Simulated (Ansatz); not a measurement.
Input file for F₂Ga₂H₃N, SMILES `[F][Ga]([F])[NH][GaH2]`:

```yaml
crystal:
  periodic: [false, false, false]
  atoms:
    - {symbol: F, position_ang: [0.665087, -0.617730, 3.028793]}
    - {symbol: Ga, position_ang: [0.660665, -0.643140, 1.286593]}
    - {symbol: F, position_ang: [1.775213, -1.783476, 0.590213]}
    - {symbol: N, position_ang: [-0.398235, 0.411347, 0.281988]}
    - {symbol: Ga, position_ang: [-0.534225, 0.509824, -1.554369]}
    - {symbol: H, position_ang: [-0.994166, 1.025269, 0.820803]}
    - {symbol: H, position_ang: [-1.568240, 1.544443, -2.096635]}
    - {symbol: H, position_ang: [0.393881, -0.446537, -2.357377]}
basis:
  gaussian: {orbitals: def2-SVP}
correlation: {method: ccsd_t}
```

```sh
$ ansatz run in.yaml --threads 4 --pin off --events-out ev --progress --plain --max-ram 10444MiB
```

Log, shortened:

```
Functional definition: HF
  name "HF"
  cite "Fock, Z. Phys. 61, 126 (1930) doi:10.1007/BF01340294"
  parent pbe
  exchange = exact_x
  correlation = 0
1194 factors; integrals over basis functions are off by at most 9.7e-4 eV
mean field evaluation 1: about -111589.1082 eV, gradient 4.8e1 eV
mean field evaluation 2: about -111589.1127 eV, gradient 4.8e1 eV
mean field evaluation 4: about -111593.6085 eV, gradient 3.0e0 eV
mean field evaluation 8: about -111593.6431 eV, gradient 7.6e-4 eV
mean field -111593.64313940 eV, -4100.9907444850 hartree, gradient 1.3e-6 eV, S^2 0.000000; 0 other end points of the search recorded, 0 dependent functions left out
21 core orbitals not correlated: weight in the atoms' cores, before any rotation towards them, 1.000 or more for the frozen orbitals, at most 0.000 for the correlated occupied ones
reference -111593.64313940 eV, -4100.9907444850 hartree; 24, 24 occupied and 76, 76 virtual orbitals, 1194 factors
second order -26.32071654 eV of doubles, -0.00000000 eV of singles
cycle   1  -25.25154025 eV  change     1.1e0 eV  update   1.4e-1
cycle   2  -26.07171788 eV  change   -8.2e-1 eV  update   4.3e-2
cycle   3  -26.23352813 eV  change   -1.6e-1 eV  update   2.2e-2
cycle   4  -26.21513460 eV  change    1.8e-2 eV  update   5.2e-3
cycle   5  -26.21020099 eV  change    4.9e-3 eV  update   2.5e-3
cycle   6  -26.21116164 eV  change   -9.6e-4 eV  update   8.3e-4
cycle   7  -26.21097100 eV  change    1.9e-4 eV  update   3.3e-4
cycle   8  -26.21087654 eV  change    9.4e-5 eV  update   1.2e-4
cycle   9  -26.21089030 eV  change   -1.4e-5 eV  update   5.2e-5
perturbative correction -0.68262881 eV, -0.0250861460 hartree
Total energy: -111620.53665851 eV, -4101.9790630831 hartree
```

It took 12 s on 4 threads of an Arm Neoverse V2 on a shared host, with 0.68 GiB of host memory at the peak.

Correlation energy per correlated electron: -0.560 eV. T1 diagnostic: 0.0145.
